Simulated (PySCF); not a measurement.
Steps of a relaxation of [Gd(SH)2]+

[Gd(SH)2]+ (singlet in the valence; each metal's 4f electrons, 7 of them, lie in its core potential, out of spins and levels). PySCF 2.14.0, RKS PBE0, Gd lcecp-1-SVP with ECP53, S def2-SVP, H def2-SVP; non-relativistic Hamiltonian with scalar-relativistic core potentials where named; density fitting; no spin-orbit coupling. Origin of the start: template. Columns: position (Å) and force (eV/Å). Energies are counted from the last step; some of the 9 steps are shown. Forces carry noise of the integration grid, about 0.01 to 0.03 eV/Å.

Run from Python with OMP_NUM_THREADS=2. Where DIIS fails, smearing, a level shift and second-order steps follow.
It took 21 s on 2 threads of Arm Neoverse V1, on a shared host, from the converged density of the start.

```xyz
5
step 0  E = 0.720 eV
Gd    0.0000    0.0000   -0.3193     0.00    0.00    0.91
S     2.4908    0.0000    0.7954    -1.87    0.13   -0.04
H     3.3050   -0.3365   -0.2159     0.07   -0.10   -0.42
S    -2.4908    0.0000    0.7954     1.87   -0.13   -0.04
H    -3.3050    0.3365   -0.2159    -0.07    0.10   -0.42
```

```xyz
5
step 3  E = 0.096 eV
Gd    0.0000    0.0000   -0.4927     0.00    0.00   -0.51
S     2.1289   -0.0737    0.8296     0.30   -0.07   -0.01
H     3.0614   -0.2576   -0.1635    -0.38    0.07    0.26
S    -2.1289    0.0737    0.8296    -0.30    0.07   -0.01
H    -3.0614    0.2576   -0.1635     0.38   -0.07    0.26
```

```xyz
5
step 5  E = 0.004 eV
Gd    0.0000    0.0000   -0.7299     0.00    0.00    0.14
S     1.9389   -0.0808    0.8655    -0.08   -0.01   -0.12
H     2.9050   -0.2359   -0.0807    -0.05    0.01    0.05
S    -1.9389    0.0808    0.8655     0.08    0.01   -0.12
H    -2.9050    0.2359   -0.0807     0.05   -0.01    0.05
```

Task: Where does the relaxation end?

Result: It converges at step 8 in C2, nearly C2v:
```xyz
5
step 8  E = 0
Gd    0.0000    0.0000   -0.7655
S     1.8888   -0.0843    0.8685
H     2.8659   -0.2291   -0.0659
S    -1.8888    0.0843    0.8685
H    -2.8659    0.2291   -0.0659
```

Task: How did the contacts change?

Result: 
```csv
contact,start (Å),end (Å)
Gd1–S2 (SH),2.729,2.499
Gd1–S4 (SH),2.729,2.499
```


An lcecp potential fixes the number of 4f electrons, so in runs with it no electron can move into or out of that shell.
